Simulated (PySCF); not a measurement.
Estimate the missing entries of this data sheet.

Species: p-tolunitrile, C₈H₇N.
SMILES: `CC1=CC=C(C#N)C=C1`

| property | level | value |
| --- | --- | --- |
| point group of the GFN2-xTB geometry | GFN2-xTB | ? |
| rotational constants A, B, C of the GFN2-xTB geometry | GFN2-xTB | ? |
| dipole moment | CAM-B3LYP/def2-SVPD | ? |
| HOMO energy | CAM-B3LYP/def2-SVPD | -8.70 eV |
| LUMO energy | CAM-B3LYP/def2-SVPD | -0.40 eV |
| lowest singlet excitation | TDDFT CAM-B3LYP/def2-SVPD | ? |
| strongest line among the 8 lowest singlet transitions | TDDFT CAM-B3LYP/def2-SVPD | S5 at 6.89 eV (180 nm, f = 0.674) |
| lowest triplet excitation (Tamm–Dancoff) | TDA CAM-B3LYP/def2-SVPD | ? |
| static isotropic polarisability | CAM-B3LYP/def2-SVPD | 96.7 au |
| electronic spatial extent ⟨r²⟩ about the centre of nuclear charge | CAM-B3LYP/def2-SVPD | 1308 bohr² |
| 13C chemical shifts (computed TMS as zero) by class | GIAO PBE0/pcSseg-1 | 148.8 (1 C), 140.0 (2 C), 134.8 (2 C), 124.7 (1 C), 114.5 (1 C), 24.5 (1 C) ppm |
| 1H chemical shifts (computed TMS as zero) by class | GIAO PBE0/pcSseg-1 | ? |
| isotropic shieldings of nuclei other than C and H, by class | GIAO PBE0/pcSseg-1 | ? |

The electronic properties come from PySCF, for the isolated species, density fitting. NMR classes are plain means over equivalent atoms (diastereotopic ones count apart unless rotation or inversion swaps them), as if these changed places fast; in this geometry the members of some classes differ.

**Question.** Give the point group of the GFN2-xTB geometry.

**Answer.** Cs.

**Question.** What is the lowest singlet excitation?

**Answer.** 5.25 eV (236 nm, f = 0.001).

**Question.** Give the lowest triplet excitation (Tamm–Dancoff).

**Answer.** 3.76 eV.

**Question.** Give the rotational constants A, B, C of the GFN2-xTB geometry.

**Answer.** 5.556, 0.999, 0.851 GHz.

**Question.** Give the 1H chemical shifts (computed TMS as zero) by class.

**Answer.** 7.89 (2 H), 7.58 (2 H), 2.57 (3 H) ppm.

**Question.** The isotropic shieldings of nuclei other than C and H, by class?

**Answer.** -47 (1 N) ppm.

**Question.** What is the dipole moment?

**Answer.** 5.33 D.

The 8 singlets span 5.25 to 7.57 eV, and their oscillator strengths add up to 1.33. With B = h/(8π²I), that is 505.379 GHz u Å² over I, the principal moments of inertia are 91.0, 506.1 and 593.9 u Å² (most abundant isotopes). The principal polarisabilities are 56.9, 91.5 and 141.6 au; their mean is the isotropic value.
